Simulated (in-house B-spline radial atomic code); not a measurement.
Values are calculated unless marked as measured or tabulated.
## Weak and strong correlation along the adiabatic connection

Two-electron singlets in several external potentials (atomic units), by full CI in B-splines with partial waves to l = 8 (correlation energies up to 0.6 % small). The repulsion is scaled by λ at fixed density; W(λ) is the mean repulsion less the Hartree energy, W(0) = E_x, and the area under W from 0 to 1 is E_xc.

One system gave this curve:

```
   λ  W (hartree)
   0     -0.71557
0.02     -0.71761
0.05     -0.72063
0.12     -0.72745
0.25     -0.73932
 0.4     -0.75184
 0.6     -0.76685
 0.8      -0.7802
   1     -0.79214
 1.4     -0.81257
   2     -0.83667
   3     -0.86546
 4.5     -0.89357
```

(1) Which system is it?
A. −Z/r, Z = 2, wall at 0.7 bohr
B. ω²r²/2 − Z/r, ω = 2.71, Z = -0.5
C. −V exp(−r²/w²), V = 2.34, w = 2.7
D. −Z exp(−kr)/r, Z = 1.58, k = 0.277

## Answers

(1) D. The exchange energy sets the size: −Z exp(−kr)/r, Z = 1.58, k = 0.277: E_x = -0.716, E_c = -0.0421; −Z/r, Z = 2, wall at 0.7 bohr: E_x = -2.77, E_c = -0.0476; ω²r²/2 − Z/r, ω = 2.71, Z = -0.5: E_x = -1.19, E_c = -0.0453; −V exp(−r²/w²), V = 2.34, w = 2.7: E_x = -0.569, E_c = -0.038 hartree.
